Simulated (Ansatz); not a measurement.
Nudged elastic band run: CH$_{8}$BNSi

The input (input.yaml):

```yaml
crystal:
  periodic: [false, false, false]
  atoms:
    - { symbol: B, position_ang: [-0.946173, 1.218482, -0.261226] }
    - { symbol: C, position_ang: [0.170506, 0.498934, 0.49181] }
    - { symbol: "N", position_ang: [-0.125807, -0.250383, 1.695806] }
    - { symbol: Si, position_ang: [0.682472, -0.714393, -0.972753] }
    - { symbol: H, position_ang: [-0.66846, 2.041378, -1.099745] }
    - { symbol: H, position_ang: [-2.101926, 0.894107, -0.105536] }
    - { symbol: H, position_ang: [1.0857, 1.109417, 0.6038] }
    - { symbol: H, position_ang: [0.525978, -1.009077, 1.888583] }
    - { symbol: H, position_ang: [-1.073739, -0.621471, 1.700366] }
    - { symbol: H, position_ang: [1.295873, -0.048557, -2.158124] }
    - { symbol: H, position_ang: [-0.467005, -1.562681, -1.402491] }
    - { symbol: H, position_ang: [1.699684, -1.610956, -0.346391] }
basis:
  gaussian: { orbitals: def2-SVP }
hamiltonian:
  xc: b3lyp
neb:
  order_check: false
  images: 5
  f_tol: 0.05
  max_iterations: 60
  final_atoms:
    - { symbol: B, position_ang: [-0.97446218, 1.17515892, -0.26129884] }
    - { symbol: C, position_ang: [0.1325746, 0.3696086, 0.43077552] }
    - { symbol: "N", position_ang: [-0.24568388, -0.54329653, 1.49993666] }
    - { symbol: Si, position_ang: [0.67984591, -0.75755834, -1.05232301] }
    - { symbol: H, position_ang: [-0.67007727, 2.03894877, -1.04925308] }
    - { symbol: H, position_ang: [-2.14200915, 0.92084349, -0.08128272] }
    - { symbol: H, position_ang: [1.03346338, 0.99688056, 0.61096689] }
    - { symbol: H, position_ang: [-0.83260533, -0.09595166, 2.20124188] }
    - { symbol: H, position_ang: [0.56037883, -0.94671186, 1.97333712] }
    - { symbol: H, position_ang: [1.42159986, 0.01831012, -2.08829922] }
    - { symbol: H, position_ang: [-0.4816523, -1.44891684, -1.67796628] }
    - { symbol: H, position_ang: [1.59573053, -1.78251524, -0.47173591] }
  initial_path:
    images:
      - { positions_ang: [[-0.946173, 1.218482, -0.261226], [0.170506, 0.498934, 0.49181], [-0.125807, -0.250383, 1.695806], [0.682472, -0.714393, -0.972753], [-0.66846, 2.041378, -1.099745], [-2.101926, 0.894107, -0.105536], [1.0857, 1.109417, 0.6038], [0.525978, -1.009077, 1.888583], [-1.073739, -0.621471, 1.700366], [1.295873, -0.048557, -2.158124], [-0.467005, -1.562681, -1.402491], [1.699684, -1.610956, -0.346391]] }
      - { positions_ang: [[-0.94329007, 1.23016433, -0.24262503], [0.14733678, 0.42419623, 0.44077343], [-0.25420426, -0.34580272, 1.59289229], [0.73791758, -0.73836359, -1.00070278], [-0.88086623, 1.79254823, -1.1898377], [-1.89500347, 1.29440171, 0.1035771], [1.04851523, 1.02944724, 0.65634942], [0.1993311, -0.64559104, 2.02282637], [-0.72171133, -0.87553424, 1.65348316], [1.32335322, -0.01169756, -2.12687031], [-0.42222246, -1.56769569, -1.47665963], [1.7379469, -1.64127287, -0.3991073]] }
      - { positions_ang: [[-0.94040714, 1.24184665, -0.22402406], [0.12416756, 0.34945846, 0.38973685], [-0.38260153, -0.44122245, 1.48997858], [0.79336317, -0.76233418, -1.02865257], [-1.09327245, 1.54371846, -1.2799304], [-1.68808095, 1.69469641, 0.31269019], [1.01133046, 0.94947747, 0.70889883], [-0.1273158, -0.28210509, 2.15706973], [-0.36968366, -1.12959749, 1.60660032], [1.35083345, 0.02516188, -2.09561662], [-0.37743992, -1.57271038, -1.55082826], [1.77620981, -1.67158974, -0.4518236]] }
      - { positions_ang: [[-0.93752422, 1.25352898, -0.20542309], [0.10099834, 0.27472069, 0.33870028], [-0.51099879, -0.53664217, 1.38706487], [0.84880875, -0.78630478, -1.05660235], [-1.30567868, 1.29488869, -1.37002311], [-1.48115842, 2.09499112, 0.52180329], [0.9741457, 0.86950771, 0.76144825], [-0.45396269, 0.08138087, 2.2913131], [-0.01765599, -1.38366073, 1.55971748], [1.37831367, 0.06202131, -2.06436294], [-0.33265738, -1.57772508, -1.62499689], [1.81447271, -1.70190661, -0.50453989]] }
      - { positions_ang: [[-0.94983687, 1.22740563, -0.22404834], [0.11152376, 0.30635, 0.36939203], [-0.42256049, -0.53886029, 1.4246888], [0.7924878, -0.77672263, -1.05517591], [-1.09381154, 1.54290872, -1.26309977], [-1.701442, 1.70360858, 0.32077462], [0.99391826, 0.91196532, 0.7112878], [-0.5801769, 0.02227003, 2.26128936], [0.17502228, -1.23801111, 1.69759069], [1.3927424, 0.04745091, -2.0723417], [-0.38232235, -1.534789, -1.64265336], [1.74155865, -1.72877616, -0.49360523]] }
      - { positions_ang: [[-0.96214953, 1.20128228, -0.24267359], [0.12204918, 0.3379793, 0.40008377], [-0.33412219, -0.54107841, 1.46231273], [0.73616686, -0.76714048, -1.05374946], [-0.88194441, 1.79092874, -1.15617642], [-1.92172558, 1.31222603, 0.11974595], [1.01369082, 0.95442294, 0.66112734], [-0.70639111, -0.03684082, 2.23126562], [0.36770056, -1.09236149, 1.8354639], [1.40717113, 0.03288052, -2.08032046], [-0.43198732, -1.49185292, -1.66030982], [1.66864459, -1.7556457, -0.48267057]] }
      - { positions_ang: [[-0.97446218, 1.17515892, -0.26129884], [0.1325746, 0.3696086, 0.43077552], [-0.24568388, -0.54329653, 1.49993666], [0.67984591, -0.75755834, -1.05232301], [-0.67007727, 2.03894877, -1.04925308], [-2.14200915, 0.92084349, -0.08128272], [1.03346338, 0.99688056, 0.61096689], [-0.83260533, -0.09595166, 2.20124188], [0.56037883, -0.94671186, 1.97333712], [1.42159986, 0.01831012, -2.08829922], [-0.4816523, -1.44891684, -1.67796628], [1.59573053, -1.78251524, -0.47173591]] }
```

Command:

```bash
$ ansatz run input.yaml --threads 2 --pin off --max-ram 3072MiB --backend cpu --events-out ev --progress --plain --runs-dir out
```

Output, in part (warnings, iteration lines, the closing report on the highest movable image, with atoms numbered from 0):

```
NEB end point (image 0): max|allowed force component| = 1.203e-2 eV/Å (the criterion of neb.relax_end_points is 1.000e-2)
NEB end point (image 6): max|allowed force component| = 8.821e-3 eV/Å (the criterion of neb.relax_end_points is 1.000e-2)
NEB iter   1: max|band force component| = 4.510e1 eV/Å  barrier→ = 11.1075 eV  barrier← = 11.1108 eV  Δτ_max = 0.2000 Å  (176 SCF iters)
NEB iter   2: max|band force component| = 8.926e0 eV/Å  barrier→ = 2.6130 eV  barrier← = 2.6162 eV  Δτ_max = 0.1963 Å  (149 SCF iters)
NEB iter   3: max|band force component| = 4.195e0 eV/Å  barrier→ = 1.2599 eV  barrier← = 1.2632 eV  Δτ_max = 0.1930 Å  (138 SCF iters)
NEB iter   4: max|band force component| = 1.520e0 eV/Å  barrier→ = 0.4610 eV  barrier← = 0.4643 eV  Δτ_max = 0.1930 Å  (137 SCF iters)
NEB iter   5: max|band force component| = 6.897e-1 eV/Å  barrier→ = 0.4268 eV  barrier← = 0.4301 eV  Δτ_max = 0.0748 Å  (140 SCF iters)
NEB iter   6: max|band force component| = 3.938e-1 eV/Å  barrier→ = 0.4033 eV  barrier← = 0.4065 eV  CI = image 3  Δτ_max = 0.1983 Å  (141 SCF iters)
NEB iter   7: max|band force component| = 5.142e-1 eV/Å  barrier→ = 0.3563 eV  barrier← = 0.3595 eV  CI = image 3  Δτ_max = 0.0996 Å  (139 SCF iters)
NEB iter   8: max|band force component| = 2.698e-1 eV/Å  barrier→ = 0.3325 eV  barrier← = 0.3357 eV  CI = image 3  Δτ_max = 0.1979 Å  (140 SCF iters)
NEB iter   9: max|band force component| = 3.441e-1 eV/Å  barrier→ = 0.2973 eV  barrier← = 0.3005 eV  CI = image 3  Δτ_max = 0.1987 Å  (136 SCF iters)
NEB iter  10: max|band force component| = 4.927e-1 eV/Å  barrier→ = 0.2733 eV  barrier← = 0.2765 eV  CI = image 3  Δτ_max = 0.1001 Å  (135 SCF iters)
NEB iter  11: max|band force component| = 4.956e-1 eV/Å  barrier→ = 0.2660 eV  barrier← = 0.2693 eV  CI = image 3  Δτ_max = 0.0502 Å  (139 SCF iters)
NEB iter  12: max|band force component| = 3.601e-1 eV/Å  barrier→ = 0.2531 eV  barrier← = 0.2563 eV  CI = image 3  Δτ_max = 0.0501 Å  (140 SCF iters)
NEB iter  13: max|band force component| = 1.727e-1 eV/Å  barrier→ = 0.2480 eV  barrier← = 0.2513 eV  CI = image 3  Δτ_max = 0.1004 Å  (144 SCF iters)
NEB iter  14: max|band force component| = 8.830e-2 eV/Å  barrier→ = 0.2417 eV  barrier← = 0.2449 eV  CI = image 3  Δτ_max = 0.0523 Å  (136 SCF iters)
NEB iter  15: max|band force component| = 3.743e-2 eV/Å  barrier→ = 0.2406 eV  barrier← = 0.2439 eV  CI = image 3  Δτ_max = 0.0000 Å  (265 SCF iters)
Total energy: -11205.95980177 eV, -411.8114270427 hartree
Atom 0 at    -0.983140     1.316669    -0.268294 Å, force     0.028951     0.009128    -0.012089 eV/Å
Atom 1 at     0.056826     0.384854     0.395873 Å, force    -0.010342    -0.004841     0.006467 eV/Å
Atom 2 at    -0.373654    -0.349907     1.606436 Å, force    -0.014545     0.001319     0.005464 eV/Å
Atom 3 at     0.679098    -0.797585    -0.998041 Å, force    -0.011519    -0.009987     0.000808 eV/Å
Atom 4 at    -0.621710     2.077413    -1.139100 Å, force    -0.007458    -0.002484     0.009709 eV/Å
Atom 5 at    -2.153759     1.254087     0.012593 Å, force    -0.003667    -0.008712     0.002229 eV/Å
Atom 6 at     1.004054     0.944552     0.553582 Å, force     0.002727     0.012690    -0.001236 eV/Å
Atom 7 at     0.230803    -0.121297     2.394154 Å, force     0.004791     0.002956    -0.000126 eV/Å
Atom 8 at    -0.315538    -1.362662     1.499896 Å, force     0.004550    -0.001344    -0.007988 eV/Å
Atom 9 at     1.263524    -0.051384    -2.147112 Å, force     0.000584    -0.000329    -0.001543 eV/Å
Atom 10 at    -0.429039    -1.670321    -1.487187 Å, force     0.003488     0.002706    -0.000384 eV/Å
Atom 11 at     1.719639    -1.679618    -0.388701 Å, force     0.002440    -0.001100    -0.001310 eV/Å
Dipole moment:     0.373084    -0.137606     0.120515 e Å
```

The forces met the threshold. A vibrational analysis at the climbing image gives one clearly imaginary mode, 343i cm⁻¹: a first-order saddle point.

Final band (atoms are numbered from 1 in the order of the input):

```tsv
image	path coordinate (Å)	energy (eV)	dihedral Si4–C2–N3–H9 (°)
0	0.00	0.000	-82
1	0.59	0.052	-58
2	1.17	0.169	-31
3	1.76	0.241	-3
4	2.34	0.165	27
5	2.92	0.042	54
6	3.50	-0.003	77
```

The run took 3 min on 2 threads of Arm Neoverse V1 (shared host), peak memory 0.21 GiB.
